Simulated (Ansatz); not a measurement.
```yaml
crystal:
  periodic: [false, false, false]
  atoms:
    - {symbol: C, position_ang: [1.797594, -0.957192, 2.862043]}
    - {symbol: N, position_ang: [1.424135, -0.768002, 2.056062]}
    - {symbol: C, position_ang: [0.403423, -0.187708, 0.915593]}
    - {symbol: C, position_ang: [0.056063, 0.907750, 0.890201]}
    - {symbol: C, position_ang: [-0.482217, 1.444534, -0.295880]}
    - {symbol: C, position_ang: [-0.919255, 0.534928, -1.367573]}
    - {symbol: C, position_ang: [-0.538303, -0.933338, -1.168872]}
    - {symbol: C, position_ang: [0.183327, -1.150815, -0.115394]}
    - {symbol: H, position_ang: [0.460836, 1.629736, 1.522730]}
    - {symbol: H, position_ang: [-0.772655, 2.353817, -0.531077]}
    - {symbol: H, position_ang: [-1.421544, 0.881307, -2.298150]}
    - {symbol: H, position_ang: [-0.749688, -1.508737, -2.027894]}
    - {symbol: H, position_ang: [0.546524, -2.244219, -0.008819]}
basis:
  gaussian: {orbitals: def2-SVPD}
magnetization: {spin_polarized: true, initial_magnetization: 4}
hamiltonian: {xc: {name: B97}}
output: {forces: true}
```

```sh
$ ansatz run in.yaml --threads 2 --pin off --events-out ev --progress --plain --max-ram 32768MiB --backend cpu
```

Output, abridged:

```
Functional definition: B97
1678 factors; their error is unknown
mean field evaluation 1: about -8784.6708 eV, gradient 5.3e1 eV
mean field evaluation 2: about -8734.1090 eV, gradient 9.9e1 eV
mean field evaluation 4: about -8793.6779 eV, gradient 2.7e1 eV
mean field evaluation 8: about -8799.2227 eV, gradient 3.7e0 eV
mean field evaluation 16: about -8799.2733 eV, gradient 1.9e-2 eV
mean field evaluation 32: about -8799.2734 eV, gradient 1.5e-5 eV
mean field -8799.27338024 eV, -323.3673323619 hartree, gradient 3.5e-6 eV, S^2 6.011595; 4 other end points of the search recorded, 0 dependent functions left out
reference -8799.27341831 eV, -323.3673337610 hartree; 29, 25 occupied and 171, 175 virtual orbitals, 1678 factors
Total energy: -8799.27341831 eV, -323.3673337610 hartree
Atom 0 at     1.797594    -0.957192     2.862043 Å, force    31.561741   -16.078011    66.597897 eV/Å
Atom 1 at     1.424135    -0.768002     2.056062 Å, force   -34.571303    18.063574   -69.102407 eV/Å
Atom 2 at     0.403423    -0.187708     0.915593 Å, force     9.349971   -24.058513     2.865091 eV/Å
Atom 3 at     0.056063     0.907750     0.890201 Å, force    -5.600262    20.826571     0.383408 eV/Å
Atom 4 at    -0.482217     1.444534    -0.295880 Å, force    -0.108437    -3.019090    -1.327228 eV/Å
Atom 5 at    -0.919255     0.534928    -1.367573 Å, force    -0.470406    -1.281643    -1.436576 eV/Å
Atom 6 at    -0.538303    -0.933338    -1.168872 Å, force    -6.451055     4.465276    -8.063540 eV/Å
Atom 7 at     0.183327    -1.150815    -0.115394 Å, force     6.635407    -5.788490     7.958866 eV/Å
Atom 8 at     0.460836     1.629736     1.522730 Å, force     0.450928     1.324624     1.668332 eV/Å
Atom 9 at    -0.772655     2.353817    -0.531077 Å, force    -1.022709     5.289434    -0.019630 eV/Å
Atom 10 at    -1.421544     0.881307    -2.298150 Å, force     0.309823    -0.159875     0.726729 eV/Å
Atom 11 at    -0.749688    -1.508737    -2.027894 Å, force     0.060990    -1.449609    -0.628774 eV/Å
Atom 12 at     0.546524    -2.244219    -0.008819 Å, force    -0.144687     1.865753     0.377831 eV/Å
Dipole moment:    -0.602925     0.347314    -1.090366 e Å
```

In this input the spin is set far too high for this molecule. Self-consistency was reached. The result belongs to that input, not to the molecule as meant.
